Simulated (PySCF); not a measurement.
**Cd⁴⁷⁺: ionisation energy**

Cd⁴⁷⁺ 1s1 (2S) → Cd⁴⁸⁺ (bare nucleus), as a difference of total energies. Computed with PySCF 2.14 in an uncontracted even-tempered set (17 s from 90 bohr⁻², ratio 2.2; 7 p from 140 bohr⁻², ratio 2.4; 4 d from 410 bohr⁻², ratio 2.4; 3 f from 610 bohr⁻², ratio 2.4; 3 g from 920 bohr⁻², ratio 2.4), with scalar relativity by spin-free X2C-1e. The calculations carry no spin-orbit coupling.

| method | ionisation energy (eV) |
| --- | --- |
| UHF | 32371.4 |
| LDA | 32312.8 |
| PBE | 32366.7 |
| PBE0 | 32367.9 |
| r2SCAN | 32373.4 |
| BHandHLYP | 32371.6 |
| BLYP | 32371.8 |

For one electron Hartree-Fock is exact for this Hamiltonian up to the basis; QED and nuclear recoil make up the gap, and the density functionals add self-interaction.

For comparison: 32341.6 eV (theoretical estimate listed by NIST; NIST Atomic Spectra Database, ionization energies).
